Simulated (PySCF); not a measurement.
**Gas-phase XPS of `O[B-](O)(O)O`, computed**

Compound: BH4O4 (charge -1).
Numbering: `[OH:1][B-:2]([OH:3])([OH:4])[OH:5]`

Level of theory: delta-SCF UKS SCAN, pcX-2 on the ionised atom, pcseg-1 elsewhere, spin-free X2C (PySCF 2.14.0). Each binding energy is the total energy of the core-ionised species, with the hole localised on one atom, minus that of the ground state; both are solved self-consistently, so orbital relaxation is included.

Task: List the computed XPS lines with their assignment.

Result: 
| atom(s) | bonded to | level | binding energy (eV) | count |
| --- | --- | --- | --- | --- |
| B2 | 4 O | B 1s | 191.41 | 1 |
| O1/O3/O4/O5 | H and B | O 1s | 532.06 | 4 |

Task: Which effective nuclear charge Zeff reproduces each element's mean 1s value in the hydrogen-like formula E = 13.606 eV × Zeff²?

Result: B (Z = 5): mean 191.4 eV, Zeff = 3.75, Z − Zeff = 1.25; O (Z = 8): mean 532.1 eV, Zeff = 6.25, Z − Zeff = 1.75. Means run over the listed sites, weighted by atom count.

Task: What is the longest wavelength that can ionise B 1s of B2 vertically?

Result: λ = hc/E = 12398.42 eV Å / 191.41 eV = 64.774 Å.

The first atom of each set that the bonding makes equivalent was ionised and stands for the set. The species carries charge -1, so core ionisation leaves a neutral species. The basis sets have no added diffuse functions. Isolated species at its PBE0-D3(BJ)/def2-SVP geometry, gas phase.

Shape of the structure used: `[OH:1][B-:2]([OH:3])([OH:4])[OH:5]`: H–O1–B2–O3 32°, H–O3–B2–O1 -154°, H–O4–B2–O1 -31°, H–O5–B2–O1 -87°.
